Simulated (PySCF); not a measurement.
# B10BrH13

Geometry:
```
atom   x (Å)   y (Å)   z (Å)
  B1   1.686   0.036   0.022
  B2  -0.927   0.927  -1.167
  B3   0.515   1.376  -0.291
  B4  -1.039   1.180   0.610
  B5   0.766  -1.188   0.986
  B6   1.204  -1.417  -0.781
  B7  -0.953  -0.468   1.357
  B8   0.813   0.197  -1.542
  B9   0.491   0.519   1.263
 B10  -2.013  -0.066  -0.084
 H11   2.821   0.297   0.188
 H12  -1.408   1.651  -1.959
 H13   0.933   2.462  -0.462
 H14  -1.523   2.119   1.127
 H15   1.267  -1.872   1.803
 H16   1.944  -2.223  -1.211
 H17  -1.452  -0.732   2.391
 H18   1.336   0.500  -2.552
Br19   1.160   1.247   2.956
 H20  -3.188  -0.068  -0.098
 H21   0.363  -2.010   0.020
 H22   0.379  -1.049  -1.721
 H23  -1.603  -1.187   0.447
 H24  -1.572  -0.231  -1.302
```

Method: GIAO PBE/def2-SVP magnetisability, rotational g tensor and spin-rotation constants, non-relativistic, gas phase (PySCF). Geometry: GFN2-xTB.

The calculation is non-relativistic, which matters for the atoms heavier than Zn.

Task: Give the nuclear spin-rotation constants along the inertial axes (H = +C I·J) beside the isotropic shieldings.

Result: Rotational constants 1.5555, 0.6557, 0.5951 GHz.
```
atom  isotope  Caa (kHz)  Cbb (kHz)  Ccc (kHz)  mean (kHz)  σ (ppm)
  B1      11B      0.202      0.074      0.080       0.119    137.7
  B2      11B      0.207      0.131      0.146       0.161    102.9
  B3      11B      0.219      0.140      0.187       0.182     88.0
  B4      11B      0.202      0.075      0.081       0.119    137.6
  B5      11B      0.350      0.128      0.078       0.185    107.5
  B6      11B      0.276      0.139      0.116       0.177    101.6
  B7      11B      0.350      0.127      0.078       0.185    107.6
  B8      11B      0.206      0.132      0.146       0.161    102.8
  B9      11B      0.511      0.147      0.107       0.255     76.1
 B10      11B      0.277      0.140      0.116       0.178    101.4
 H11       1H     -0.114     -0.017     -0.050      -0.060     30.2
 H12       1H     -0.101     -0.041     -0.012      -0.051     27.8
 H13       1H     -0.131     -0.063      0.037      -0.052     26.4
 H14       1H     -0.114     -0.017     -0.050      -0.060     30.2
 H15       1H     -0.065     -0.040     -0.025      -0.043     27.6
 H16       1H     -0.129      0.016     -0.052      -0.055     27.4
 H17       1H     -0.064     -0.040     -0.025      -0.043     27.6
 H18       1H     -0.101     -0.041     -0.012      -0.051     27.8
Br19     79Br      3.521      1.638      0.456       1.872   1915.6
 H20       1H     -0.130      0.017     -0.052      -0.055     27.4
 H21       1H     -0.109     -0.093     -0.039      -0.080     32.9
 H22       1H     -0.108     -0.099     -0.040      -0.082     33.4
 H23       1H     -0.108     -0.093     -0.039      -0.080     32.8
 H24       1H     -0.106     -0.098     -0.040      -0.082     33.3
```
For the geometry as given, no vibrational averaging.
